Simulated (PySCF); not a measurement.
Input file for PySCF: R-B3LYP/6-31G* on CH5AlS (SMILES [CH3][AlH][SH]), a point of a torsion scan.

```python
from pyscf import gto, scf, dft, mp
from pyscf.data.elements import chemcore

mol = gto.M(
    atom='''
    C    -1.39623921   -0.17636799    0.07539436
    Al    0.38718627    0.65658157   -0.12632668
    S     1.50192181    1.58771851    1.52273505
    H    -2.21150563    0.47770030   -0.25338878
    H    -1.49527954   -1.10249562   -0.50061392
    H    -1.59886604   -0.42408783    1.12546578
    H     1.17408676    0.72555039   -1.45072290
    H     2.45996360    1.95617007    0.67250374
    ''',
    basis='6-31g*',
    cart=True,
    charge=0, spin=0, verbose=3, max_memory=1800)
mf = dft.RKS(mol, xc='b3lyp')
mf.conv_tol = 1e-8
mf.max_cycle = 100
mf.kernel()
if not mf.converged:
    mf = mf.newton().run(mf.mo_coeff, mf.mo_occ)
```

Program output:

```
converged SCF energy = -681.781489122565
```

The run converged.

Cost: very roughly 8 core-seconds.
